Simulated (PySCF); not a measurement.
## How methods differ on the excitation energy of Ne²⁺

Ne²⁺ [He] 2s2 2p4 (3P) → Ne²⁺ [He] 2s1 2p4 3s1 (5P), as a difference of total energies. All numbers are calculated (PySCF 2.14, the spin-free X2C one-electron Hamiltonian (Gaussian nucleus), in aug-cc-pCVTZ-DK with one added diffuse shell each of s, p, d, f type (8s7p5d3f, 75 functions)). Correlated levels: valence and next inner shell: nothing frozen. The calculations carry no spin-orbit coupling.

```tsv
method	excitation energy (eV)
UHF	60.244
MP2 (valence and next inner shell)	61.121
SCS-MP2 (valence and next inner shell)	61.310
CCSD (valence and next inner shell)	61.152
CCSD(T) (valence and next inner shell)	60.910
```

Question: How much does correlation contribute at CCSD(T) (valence and next inner shell)?

Answer: 60.910 − (60.244) = 0.666 eV, measured against UHF.

The promoted electron is Rydberg-like, and one or two diffuse shells describe it only roughly, which tends to raise the upper state.

The coupled-cluster amplitudes are large for the upper state (T1 above 0.03 or a double amplitude above 0.15), so a single reference is strained.
